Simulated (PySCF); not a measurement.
[Ce(H2O)6]4+: from a saddle point downhill

PySCF 2.14.0, RKS PBE0, Ce lcecp-2-SVP with ECP46, O def2-SVP, H def2-SVP; non-relativistic Hamiltonian with scalar-relativistic core potentials where named; density fitting; no spin-orbit coupling. Relaxed within the symmetry of its start, the geometry (C2v) is

```xyz
19

Ce    0.0000    0.0000    0.0000
O     0.0000    0.0000    2.3373
H     0.5529    0.5358    2.9604
H    -0.5529   -0.5358    2.9604
O     0.0000    0.0000   -2.3373
H     0.5529   -0.5358   -2.9604
H    -0.5529    0.5358   -2.9604
O     2.3340    0.0000    0.0000
H     2.9534   -0.5472    0.5472
H     2.9534    0.5472   -0.5472
O     0.0000    2.3373    0.0000
H     0.5529    2.9604    0.5358
H    -0.5529    2.9604   -0.5358
O    -2.3340    0.0000    0.0000
H    -2.9534    0.5472    0.5472
H    -2.9534   -0.5472   -0.5472
O     0.0000   -2.3373    0.0000
H    -0.5529   -2.9604    0.5358
H     0.5529   -2.9604   -0.5358
```

and its lowest harmonic modes are -244, -92, -92, -9, 51, 51 cm⁻¹ (negative: unstable). It was moved along the lowest mode and relaxed again, within the group D2 that the move left.

Problem. Where does it end, and how much lower?

Solution. In Th, 0.166 eV lower, after 20 steps:
```xyz
19

Ce    0.0000    0.0000    0.0000
O     0.0000    0.0000    2.3318
H     0.7736   -0.0065    2.9508
H    -0.7736    0.0065    2.9508
O     0.0000    0.0000   -2.3318
H     0.7736    0.0065   -2.9508
H    -0.7736   -0.0065   -2.9508
O     2.3320    0.0000    0.0000
H     2.9510   -0.7736   -0.0052
H     2.9510    0.7736    0.0052
O     0.0000    2.3317    0.0000
H    -0.0018    2.9507    0.7738
H     0.0018    2.9507   -0.7738
O    -2.3320    0.0000    0.0000
H    -2.9510    0.7736   -0.0052
H    -2.9510   -0.7736    0.0052
O     0.0000   -2.3317    0.0000
H     0.0018   -2.9507    0.7738
H    -0.0018   -2.9507   -0.7738
```

Problem. How do the contacts change?

Solution. 
```csv
contact,saddle (Å),end (Å)
Ce1–O2 (H2O),2.337,2.332
Ce1–O5 (H2O),2.337,2.332
Ce1–O8 (H2O),2.334,2.332
Ce1–O11 (H2O),2.337,2.332
Ce1–O14 (H2O),2.334,2.332
Ce1–O17 (H2O),2.337,2.332
```


No frequency check is given for the end, and other unstable modes may remain.

State: singlet in the valence, with the 4f electrons in the core potential.
